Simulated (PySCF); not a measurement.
C₂H₆BO₂, SMILES O(C)[B]OC, multiplicity 2. Atoms are numbered in the order given.

```xyz
11

C      1.9487     0.5310     0.3502
O      1.3198    -0.6478    -0.1390
B     -0.0115    -0.7485    -0.2867
O     -0.8713     0.2504     0.0229
C     -2.2744     0.1428    -0.1181
H      1.2145     1.2229     0.7902
H      2.6887     0.2438     1.1122
H      2.4723     1.0363    -0.4768
H     -2.7515     0.2967     0.8627
H     -2.6314     0.9236    -0.8081
H     -2.5679    -0.8442    -0.5095
```
Charge 0, spin multiplicity 2.

Geometry optimised at ωB97X-D3(BJ)/def2-SVP. The isomer is the one that the SMILES or the coordinates give; other isomers of the formula were not compared. One conformer was computed; it need not be the lowest.

Calculation: PBE0/pcH-1 (PySCF).

Unrestricted Kohn–Sham, ⟨S²⟩ = 0.753. Hyperfine tensors hold the contact and dipolar terms, without spin-orbit corrections.

Computed hyperfine couplings:
```
nucleus    A(iso) (MHz)  A(iso) (G)  dipolar principal values (MHz)
---------  ------------  ----------  ------------------------------
13C no. 1          28.0        10.0                 -4.6, -4.2, 8.8
17O no. 2        -153.6       -54.8                 -8.3, -0.1, 8.5
11B no. 3         619.6       221.1              -35.6, -28.2, 63.8
17O no. 4         -21.5        -7.7               -29.5, 11.0, 18.6
13C no. 5          24.7         8.8                 -1.7, -1.5, 3.2
1H no. 6           -2.9        -1.0                 -3.8, -0.3, 4.1
1H no. 7           -4.1        -1.5                 -2.9, -1.2, 4.1
1H no. 8           -5.0        -1.8                 -3.0, -1.1, 4.0
1H no. 9           -2.1        -0.7                 -2.5, -2.1, 4.6
1H no. 10          -2.0        -0.7                 -2.5, -2.0, 4.6
1H no. 11          -2.4        -0.8                 -5.7, -3.8, 9.5
```
